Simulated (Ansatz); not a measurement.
Computed with Ansatz on PBE0-D4/def2-TZVP structures; ΔE is electronic, products minus reactants. CCSD(T)/CBS adds triple-zeta CCSD(T) − MP2 to the extrapolated MP2 energy (def2 sets, frozen cores). This one scheme is used for every species. Functionals use def2-TZVPP. B3LYP here is the variant with VWN-RPA as its local correlation; programs differ in this. Each species was taken in one conformer, which may not be the lowest.

`C=C[SiH2]N` + `CBO` → `C=COBC` + `N[SiH3]`  (substitution at a C–Si bond)

| level | ΔE (kcal/mol) | difference from CCSD(T)/CBS |
| --- | --- | --- |
| PBE-D4 | 17.4 | -2.0 |
| r2SCAN-D4 | 17.8 | -1.6 |
| PBE0-D4 | 18.2 | -1.2 |
| B3LYP-D4 | 17.4 | -2.0 |
| ωB97X-V | 17.5 | -1.9 |
| ωB97M-V | 18.6 | -0.8 |
| B2PLYP | 18.3 | -1.1 |
| PBE | 17.4 | -2.0 |
| r2SCAN | 17.9 | -1.5 |
| PBE0 | 18.1 | -1.3 |
| B3LYP | 17.4 | -2.0 |
| HF/def2-TZVPP | 17.6 | -1.8 |
| MP2/def2-TZVPP | 19.9 | 0.5 |
| SCS-MP2/def2-TZVPP | 19.0 | -0.4 |
| CCSD/def2-TZVPP | 18.9 | -0.5 |
| CCSD(T)/def2-TZVPP | 18.8 | -0.6 |
| HF/def2-QZVPP | 17.5 | -1.9 |
| MP2/def2-QZVPP | 20.3 | 0.9 |
| SCS-MP2/def2-QZVPP | 19.4 | 0.0 |
| HF/CBS(def2) | 17.5 | -1.9 |
| MP2/CBS(def2) | 20.6 | 1.2 |
| CCSD/CBS(def2) | 19.5 | 0.1 |
| CCSD(T)/CBS | 19.4 | 0 |

Largest T1 diagnostic among the species: 0.013.

From PBE to PBE0 (25 % exact exchange), in def2-TZVPP and without D4, ΔE moves by +0.7 kcal/mol. In def2-TZVPP, CCSD(T) changes the Hartree–Fock value by +1.2 kcal/mol (the triples alone add −0.1 kcal/mol) and MP2 by +2.3 kcal/mol.
